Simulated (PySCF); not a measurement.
SMILES C#Cc1cccc(C(F)(F)F)c1 (C₉H₅F₃), singlet, GFN2-xTB optimised geometry.

```
17

C     -2.46    -2.35     0.00
C     -1.86    -1.31     0.00
C     -1.15    -0.09     0.00
C     -1.84     1.12     0.00
C     -1.15     2.32    -0.01
C      0.23     2.33    -0.01
C      0.92     1.12     0.00
C      2.42     1.15    -0.02
F      2.93     2.05     0.84
F      2.90     1.49    -1.24
F      2.98    -0.03     0.28
C      0.25    -0.09     0.00
H     -2.98    -3.26     0.00
H     -2.92     1.12     0.00
H     -1.69     3.26    -0.01
H      0.78     3.26    -0.01
H      0.79    -1.02     0.00
```

Density from PySCF with PBE0/def2-SVP at that geometry.

Minimum of the electron density along straight lines between bonded atoms, close to the bond critical point (lines longer than 1.1 times the sum of covalent radii, or with two minima, are not listed):

```
bond     length / Å  ρ at the minimum / e bohr⁻³  ∇²ρ there / e bohr⁻⁵  position (fraction from the first atom)
-------  ----------  ---------------------------  --------------------  ---------------------------------------
C1–C2         1.200                   (withheld)                 -1.04                                     0.48
C2–C3         1.416                        0.289                 -0.74                                     0.52
C3–C4         1.395                        0.306                 -0.77                                     0.51
C4–C5         1.382                        0.314                 -0.81                                     0.50
C5–C6         1.384                        0.312                 -0.80                                     0.50
C6–C7         1.390                        0.308                 -0.77                                     0.49
C7–C8         1.502                        0.270                 -0.70                                     0.47
C8–F9         1.345                        0.274            (withheld)                                     0.34
C8–F10        1.349                        0.272                 -0.27                                     0.34
C8–F11        1.340                        0.276                 -0.21                                     0.34
C3–C12        1.394                        0.306                 -0.78                                     0.50
C7–C12        1.385                        0.310                 -0.78                                     0.51
C1–H13        1.049                        0.294            (withheld)                                     0.66
C4–H14        1.080                        0.286                 -1.11                                     0.64
C5–H15        1.079                        0.285                 -1.10                                     0.63
C6–H16        1.079                        0.286                 -1.11                                     0.64
C12–H17       1.079                        0.286                 -1.13                                     0.64
```

### Question
What belongs in the gaps?

### Answer

- C1–C2, ρ at the minimum / e bohr⁻³: 0.398
- C8–F9, ∇²ρ there / e bohr⁻⁵: -0.24
- C1–H13, ∇²ρ there / e bohr⁻⁵: -1.23
